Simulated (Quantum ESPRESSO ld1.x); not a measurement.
Initial-state core-level shifts of neutral niobium when its valence configuration changes from [Kr] 4d4 5s1. Calculated with ld1.x of Quantum ESPRESSO 7.5: Dirac Kohn-Sham, LDA (Slater exchange, Perdew-Zunger correlation), spin-unpolarised, spherical densities, point nucleus; open shells are shared between the two j in proportion to 2j + 1. Shifts are changes of the shell-averaged eigenvalues in eV (positive: less bound).

valence           2s       3p       4s       4p
4d4 5p1       -1.199   -1.215   -1.240   -1.247
4d5           +1.867   +1.847   +1.762   +1.673
4d3 5s2       -2.614   -2.565   -2.382   -2.255
4d2 5s2 5p1   -7.252   -7.118   -6.590   -6.281
4d1 5s2 5p2  -12.427  -12.143  -11.051  -10.505
4d4.5 5s0.5   +1.026   +1.013   +0.961   +0.913
4d3 5s1 5p1   -3.896   -3.859   -3.679   -3.547
4d2 5s1 5p2   -8.462   -8.335   -7.783   -7.459
4d3 5p2       -5.064   -5.039   -4.857   -4.719
